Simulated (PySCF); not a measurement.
# Reading the logs of faulty runs: BCH7NSi

These are calculations, not measurements. They come from PySCF 2.14.0, an open-source quantum chemistry program, on an isolated molecule that a program drew, which may never have been made. The molecule is BCH7NSi (charge 0, doublet), drawn as the SMILES string `[BH]C[SiH2]N`.

Each row is a Hartree-Fock (HF) and frozen-core CCSD(T) single point in the cc-pV(D+d)Z basis, meant for a local HF minimum. Run 1 is clean. Each other run has one planted mistake out of seven kinds, and not every kind appears here: one electron removed, one electron added, multiplicity raised by two, geometry at a saddle point, minimal basis STO-3G, one bond length entered in bohr, all coordinates scaled. The reference is restricted for singlets and unrestricted otherwise, and also for a bond in bohr. Adding or removing an electron swaps singlet and doublet. Electrons count all cores. HOMO and LUMO are orbital energies over both spins, the gradient is its largest component, and the lowest frequency (negative if imaginary) is given only where the gradient is small. Bond lengths are over the 10 bonds as drawn. T1 is the CCSD diagnostic: over 0.02 (restricted) or 0.045 (unrestricted) a single reference is doubtful.

Geometry of the clean run:
```xyz
11
BCH7NSi, angstrom
B    -0.3354   -2.0778    0.6668
C    -1.4671   -1.6667   -0.3025
Si   -1.1594    0.0365   -1.0953
N     0.3033    0.2162   -1.9843
H     0.6863   -2.6483    0.3988
H    -2.4386   -1.5653    0.1953
H    -1.5708   -2.3711   -1.1388
H    -2.2870    0.2687   -2.0253
H    -1.1568    1.0619   -0.0286
H     0.4410   -0.2993   -2.8336
H     1.1745    0.3177   -1.4978
```

```
run,electrons,basis functions,<S^2>,HOMO (eV),LUMO (eV),gradient (hartree/bohr),lowest frequency (cm^-1),mean bond (Å),longest bond (Å),T1,HF (hartree),CCSD(T) (hartree),mistake
1,39,100,0.753,-8.68,2.15,1.8e-05,71,1.3531,1.904,0.0118,-409.98280,-410.52835,no fault
2,39,100,0.753,-8.78,2.04,2.1e-02,-,1.3883,1.953,0.0121,-409.97647,-410.52626,all coordinates scaled
3,40,100,0.000,0.94,8.04,6.4e-02,-,1.3531,1.904,0.0132,-409.90135,-410.48494,one electron added
4,39,100,3.794,-4.25,-2.20,7.4e-02,-,1.3531,1.904,0.0788,-409.78546,-410.33653,multiplicity raised by two
5,39,31,0.752,-7.12,7.06,2.5e-02,-,1.3531,1.904,0.0082,-405.12946,-405.33900,?
6,38,100,0.000,-15.18,-6.16,9.8e-02,-,1.3531,1.904,0.0175,-409.70946,-410.25121,?
```

**Which mistake was planted in run 5, and what did it cost?**

It has 31 basis functions where the clean run has 100, with the same electrons and geometry. So the mistake is: minimal basis STO-3G. Subtracting run 1 and multiplying by 627.51 kcal/mol a hartree, the energy moved by 3045.5 kcal/mol in HF and 3256.4 kcal/mol in CCSD(T).

**Which mistake was planted in run 6, and what did it cost?**

It counts 38 electrons, one fewer than the clean run, at the same geometry and basis. So the mistake is: one electron removed. Subtracting run 1 and multiplying by 627.51 kcal/mol a hartree, the energy moved by 171.5 kcal/mol in HF and 173.9 kcal/mol in CCSD(T).

Cautions from the logs. Run 3: the HOMO is above zero, so the electron isn't bound and the energy depends on the basis; run 4: T1 is over the limit, so its CCSD(T) energy is less reliable.
